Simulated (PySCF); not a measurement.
# GaO from Hartree–Fock to correlated methods

State: ²Σ⁺ (doublet), unpaired electrons σ ↑. Set-up: Ga cc-pVDZ-PP with ECP10, O cc-pVDZ; scalar-relativistic core potentials (PySCF 2.14). De refers to Ga + O in their high-spin ground configurations, without counterpoise correction. The functionals are run spin-unrestricted. A positive dipole means Ga(−)O(+).

| Level | Re (Å) | ωe (cm⁻¹) | De (eV) | μ (D) | CPU s a point (SCF and correlation, without the integrals) |
| --- | --- | --- | --- | --- | --- |
| UHF | 1.808 | 631 | 1.44 | -3.12 | 0.071 |
| UHF-MP2 | 1.744 | 626 | 3.34 | n/a | 0.11 |
| UHF-SCS-MP2 | 1.760 | 623 | 3.17 | n/a | n/a |
| UHF-CCSD | 1.741 | 705 | 3.30 | n/a | n/a |
| UHF-CCSD(T) | 1.740 | 710 | 3.51 | n/a | 2.6 |
| PBE | 1.732 | 723 | 4.55 | -3.20 | 0.47 |
| revPBE | 1.741 | 709 | 4.26 | -3.24 | 0.37 |
| r²SCAN | 1.716 | 735 | 4.24 | -3.30 | 0.72 |
| M06-L | 1.742 | 694 | 4.25 | -3.32 | 0.71 |
| PBE0 | 1.729 | 703 | 3.87 | -3.40 | 0.68 |
| M06-2X | 1.727 | 740 | 3.86 | -3.78 | 0.77 |
| ωB97X | 1.744 | 664 | 3.95 | -3.23 | 0.58 |

The bond length runs from 1.716 Å (r²SCAN) to 1.808 Å (UHF). De spans 1.44 eV (UHF, mean field) to 4.55 eV (PBE, GGA). Correlation at CCSD(T) changes the Hartree–Fock bond energy by +2.07 eV; the triples alone change it by +0.21 eV.

Correlated steps freeze 5 core orbitals. Correlated levels converge slowly with the basis: in double zeta they bind strong bonds too weakly, by up to about 1 eV, and carry superposition errors of some tenths. Spin–orbit coupling is left out. The CCSD T1 diagnostic is raised, a sign that a single reference may not be enough here. The state is the lowest determinant that a PBE0 search found; another state may lie lower at other levels.

The whole job (state search and all levels along the bond) took about 1.6 min on 1 thread of Arm Neoverse V1 (shared host), peak memory 0.44 GiB.
